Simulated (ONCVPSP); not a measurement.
## Configuration tests for C (ONCV)

ONCVPSP 4.0.1 input, shortened (lines: element, Z, core and valence counts, functional; n l f; lmax; l rc ep ncon nbas qcut; lloc lpopt rc5 dvloc0; l nproj debl; icmod fcfact rcfact), PBE, scalar-relativistic:

```
  C 6.00    1    2        4      upf
    1    0    2.00
    2    0    2.00
    2    1    1.00
    2
    0    1.15    0.00    4    8    7.20
    1    2.90    0.00    5    8    4.40
    2    2.50    0.25    4    7    3.90
    4    5    1.00    0.00
    0    1    2.00
    1    2    3.30
    2    2    0.70
    3    2.00    1.55
```

Energies are relative to the spin-unpolarised reference configuration 2s2 2p1; without spin polarisation the order of configurations can differ from experiment.

| valence configuration | charge | ΔE all-electron (eV) | error AE − PS (meV) |
| --- | --- | --- | --- |
| 2s2 2p2 | 0 | -10.861 | +137 |
| 2s2 2p0 | +2 | 24.156 | +449 |
| 2s1 2p0 | +3 | 72.350 | +1102 |

What are ΔE and the potential's error for 2s1 2p2?

ΔE = 8.754 eV all-electron; the error (AE − PS) is -17 meV.

Levels in the configuration 2s1 2p2:

```csv
level,all-electron (eV),pseudo (eV)
2s,-25.852,-26.207
2p,-17.098,-17.420
```
